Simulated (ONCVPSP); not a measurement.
## Transferability test, ONCV potential for sulfur (S)

* Element: sulfur (S)
* Generator: ONCVPSP 4.0.1
* Type: optimised norm-conserving Vanderbilt (ONCV)
* Functional: PBEsol
* Relativity: scalar-relativistic
* Frozen core: [He]
* Valence charge: 14
* Reference configuration: 2s2 2p6 3s2 3p4
* Partial waves: 2s+3s: rc 0.70 bohr, ncon 4, nbas 7, qcut 18.5 1/bohr, 2 projectors; 2p+3p: rc 0.80 bohr, ncon 3, nbas 8, qcut 15 1/bohr, 2 projectors
* Local potential: polynomial inside 0.50 bohr (lpopt 3, dvloc0 3 Ha)
* Core correction: none

Energies are relative to the spin-unpolarised reference configuration 2s2 2p6 3s2 3p4; without spin polarisation the order of configurations can differ from experiment.

(1) Give the all-electron excitation energy and the error of the potential for: 2s2 2p6 3s2 3p3; 2s2 2p6 3s2 3p2; 2s2 2p6 3s2 3p1; 2s2 2p6 3s2 3p3.5.

Levels in the configuration 2s2 2p6 3s2 3p1:

```tsv
level	all-electron (eV)	pseudo (eV)
2s	-252.881	-252.849
2p	-198.111	-197.920
3s	-52.170	-52.165
3p	-40.235	-40.220
```

Results:

(1)

```json
{"valence configuration": "2s2 2p6 3s2 3p3", "charge": "+1", "ΔE all-electron (eV)": "11.733", "error AE − PS (meV)": "+0.5"}
{"valence configuration": "2s2 2p6 3s2 3p2", "charge": "+2", "ΔE all-electron (eV)": "33.974", "error AE − PS (meV)": "+2.9"}
{"valence configuration": "2s2 2p6 3s2 3p1", "charge": "+3", "ΔE all-electron (eV)": "67.974", "error AE − PS (meV)": "+11"}
{"valence configuration": "2s2 2p6 3s2 3p3.5", "charge": "+0.5", "ΔE all-electron (eV)": "4.643", "error AE − PS (meV)": "+0.1"}
```
